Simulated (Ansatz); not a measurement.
`[OH][Sb]1[CH2][O]1` and `[CH2]1[O][SbH]1` differ in one atom or group.

Ansatz, PBE0-D4/def2-TZVP geometries, multiplicity 1. Each molecule was computed in one conformer, which needn't be the lowest.

Elements past krypton have def2 core potentials.

```
                                                                                  property  `[OH][Sb]1[CH2][O]1`
                                                       HOMO energy (B3LYP/def2-TZVPP) / eV                 -6.62
                                        size of the dipole moment (ωB97M-V/def2-TZVPP) / D                  2.20
                                                     HOMO–LUMO gap (B3LYP/def2-TZVPP) / eV                  5.02
                                                     HOMO energy (ωB97M-V/def2-TZVPP) / eV                 -8.92
ideal-gas entropy at 298 K and 1 bar (rigid rotor, harmonic PBE0-D4/def2-TZVP) / J/(mol·K)                   317
                                                         HOMO energy (PBE/def2-TZVPP) / eV                 -5.69
```

Problem. What does the change do to each property? (Best estimate.)

Solution. The calculation gave: 
| property | `[CH2]1[O][SbH]1` | shift |
| --- | --- | --- |
| HOMO energy (B3LYP/def2-TZVPP) / eV | -6.70 | -0.08 |
| size of the dipole moment (ωB97M-V/def2-TZVPP) / D | 2.08 | -0.12 |
| HOMO–LUMO gap (B3LYP/def2-TZVPP) / eV | 4.79 | -0.23 |
| HOMO energy (ωB97M-V/def2-TZVPP) / eV | -8.93 | -0.01 |
| ideal-gas entropy at 298 K and 1 bar (rigid rotor, harmonic PBE0-D4/def2-TZVP) / J/(mol·K) | 283 | -34 |
| HOMO energy (PBE/def2-TZVPP) / eV | -5.90 | -0.21 |

With PBE0 the HOMO falls by 0.07 eV and the LUMO falls by 0.32 eV, so the gap narrows by about 0.25 eV. PBE moves the HOMO by -0.21 eV and ωB97M-V by -0.01 eV. The zero-point energy changes by -16.5 kJ/mol with -3 modes. Dipoles are sizes alone; their direction can turn.

B3LYP here is the variant with VWN-RPA as its local correlation; programs differ in this.

Spin–orbit coupling is left out; it splits and shifts lone-pair levels of the heavy atoms by tenths of an eV.
